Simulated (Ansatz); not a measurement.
Consider the hydrogenolysis of a C–Si bond: `C=C=C([SiH3])Cl` + H₂ → `C=C=CCl` + SiH₄.

Gas-phase electronic energies from Ansatz, PBE0-D4/def2-TZVP geometries. CBS: MP2 limit from def2 TZ/QZ plus the TZ coupled-cluster correction, frozen cores. This one scheme is used for every species. Functionals use def2-TZVPP.

```tsv
species	PBE0 energy (Eh)
`C=C=C([SiH3])Cl`	-866.59586
H₂	-1.16849
`C=C=CCl`	-576.01377
SiH₄	-291.75661
```

Problem. Work out ΔE.

Solution. ΔE = (-576.01377) + (-291.75661) − (-866.59586) − (-1.16849) = -0.00603 Eh = -3.8 kcal/mol. CCSD(T)/CBS gives -1.5 kcal/mol.

Largest T1 diagnostic among the species: 0.012.

From PBE to PBE0 (25 % exact exchange), in def2-TZVPP and without D4, ΔE moves by −0.7 kcal/mol. In def2-TZVPP, CCSD(T) changes the Hartree–Fock value by +5.4 kcal/mol (the triples alone add +1.4 kcal/mol) and MP2 by +7.8 kcal/mol.
